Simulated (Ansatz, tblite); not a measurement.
Removing and adding an electron: Be13O13, a nanocrystal cut from zinc blende BeO (bare). Charge 0, multiplicity 1. Geometry: PBE-D4/def2-SVP. Ansatz, gas phase; energy differences of separate SCF runs; the oxidised species was run as a doublet alone; the reduced species was run as a doublet alone.

```xyz
26

O     0.883   -0.601   -1.727
O     2.201   -1.864    0.220
O     3.288    0.403   -0.898
O     1.002    1.751   -0.234
O     2.318    0.431    1.677
O    -0.237   -2.796   -0.702
O    -1.526   -1.438   -2.717
O    -1.454    0.812   -1.163
O    -2.517   -1.418   -0.151
O    -0.180   -0.818    1.303
O    -0.003    1.834    2.237
O    -2.399    0.918    1.331
O    -1.292    3.173    0.209
Be    2.356   -0.721   -1.111
Be   -0.219   -1.706   -2.084
Be    1.140   -2.742   -0.242
Be    0.171    0.775   -1.234
Be    1.471   -0.834    1.196
Be    2.450    1.139    0.070
Be    0.000    2.620    0.662
Be    1.344    1.296    2.321
Be   -1.018   -1.785    0.255
Be   -2.067   -0.589   -1.638
Be   -1.942    1.878   -0.073
Be   -2.872   -0.316    0.727
Be   -0.897    0.598    1.768
```

The xTB rows come from tblite. B3LYP takes the VWN-RPA correlation. Single mean-field runs in def2-TZVP are fitted with def2-universal-jkfit.

```json
{"level": "GFN1-xTB", "−HOMO (eV)": "9.06", "vertical IE (eV)": "11.48", "−LUMO (eV)": "6.20", "vertical EA (eV)": "4.11", "HOMO–LUMO gap (eV)": "2.86", "IE − EA (eV)": "7.37", "remarks": "–"}
{"level": "GFN2-xTB", "−HOMO (eV)": "11.29", "vertical IE (eV)": "13.71", "−LUMO (eV)": "8.27", "vertical EA (eV)": "6.17", "HOMO–LUMO gap (eV)": "3.02", "IE − EA (eV)": "7.55", "remarks": "–"}
{"level": "PBE-D4/def2-TZVP", "−HOMO (eV)": "5.51", "vertical IE (eV)": "–", "−LUMO (eV)": "2.81", "vertical EA (eV)": "1.40", "HOMO–LUMO gap (eV)": "2.70", "IE − EA (eV)": "–", "remarks": "HOMO above zero (-1 doublet)"}
{"level": "B3LYP-D4/def2-TZVP", "−HOMO (eV)": "6.72", "vertical IE (eV)": "8.44", "−LUMO (eV)": "2.32", "vertical EA (eV)": "1.23", "HOMO–LUMO gap (eV)": "4.40", "IE − EA (eV)": "7.21", "remarks": "HOMO above zero (-1 doublet)"}
{"level": "PBE0-D4/def2-TZVP", "−HOMO (eV)": "6.99", "vertical IE (eV)": "8.50", "−LUMO (eV)": "2.06", "vertical EA (eV)": "1.09", "HOMO–LUMO gap (eV)": "4.93", "IE − EA (eV)": "7.41", "remarks": "–"}
```

Relaxing the reduced species (PBE-D4/def2-SVP) changes its energy by -0.12 eV at PBE-D4/def2-TZVP, so the adiabatic electron affinity to this nearest minimum is 1.52 eV. At PBE0-D4/def2-TZVP it is 1.40 eV.  Run but left out: PBE-D4/def2-TZVP (charge +1 doublet: an occupied level 0.08 eV above an empty one).   A HOMO above zero means that the electron is unbound at that level or that self-interaction error raises the level; the energy of removing that electron tells which. Raw xTB energy differences between charge states are shifted by several eV; the methods need an empirical correction for them. Sets without diffuse functions give affinities that are too small.
